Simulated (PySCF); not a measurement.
Computed with PBE0-D3(BJ)/def2-TZVP (PySCF). Isolated molecules, 0 K electronic values unless said otherwise. One relaxed conformer stands for a flexible species; it need not be the lowest. Excitations are Tamm–Dancoff values on a coarser integration grid. The basis has no diffuse functions, so Rydberg states are missing or too high.

Reference species (SMILES): `OB(Br)Br` (H–O–B–Br torsion 0°) (neutral, multiplicity 1).

- S1–T1 gap (TDA): 0.17 eV
- T1 excitation (TDA): 5.89 eV
- S1 oscillator strength: 0.000
- S1 excitation (TDA): 6.06 eV

Changed species: `OB(O)O` (3 of 3 Br replaced by OH; the reference has 1 of 3 Br replaced by OH).

### Question
Predict the effect on the S1–T1 gap (TDA), T1 excitation (TDA), S1 oscillator strength and S1 excitation (TDA).

### Answer
the S1–T1 gap (TDA) rises by 0.15 eV, to 0.32 eV; the T1 excitation (TDA) rises by 2.17 eV, to 8.06 eV; the S1 oscillator strength stays essentially unchanged; the S1 excitation (TDA) rises by 2.32 eV, to 8.38 eV.
